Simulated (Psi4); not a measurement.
singlet oxygen (O$_{2}$), singlet, geometry from GFN2-xTB. Base run: HF/6-311G** run with Psi4.

The Psi4 input:
```
memory 2 GB

molecule mol {
0 1
  O    -0.000000   -0.000000   -0.604951
  O     0.000000    0.000000    0.604951
}

set basis 6-311g**
set reference rhf
set stability_analysis check
set scf_type pk

energy('scf')
print_variables()
```

The bond that is stretched is that between atoms 2 and 1. A test that says stable can miss a lower solution.

The base run was repeated with changes; each row names its change, and settings that it needs were set with it.

| change | ΔE vs base (kcal/mol) | <S^2> |
|---|---|---|
| base | 0.000 | 0.000 |
| stability_analysis = follow; reference = uhf | 0.000 | 0.000 |
| bond × 1.25 | 80.6 | 0.000 |
| stability_analysis = follow; reference = uhf; bond × 1.25 | 80.6 | 0.000 |
| bond × 1.5 | 171.4 | 0.000 |
| stability_analysis = follow; reference = uhf; bond × 1.5 | 171.4 | 0.000 |
| bond × 1.8 | 255.2 | 0.000 |
| stability_analysis = follow; reference = uhf; bond × 1.8 | 255.2 | 0.000 |
| bond × 2.2 | 328.9 | 0.000 |
| stability_analysis = follow; reference = uhf; bond × 2.2 | 328.9 | 0.000 |
| bond × 3.0 | 400.1 | 0.000 |
| stability_analysis = follow; reference = uhf; bond × 3.0 | 400.1 | 0.000 |

Where a bond breaks into two radicals, a solution with restricted orbitals usually stops being the lowest and lies too high; an unrestricted one lies lower at the price of spin contamination, which <S^2> shows.
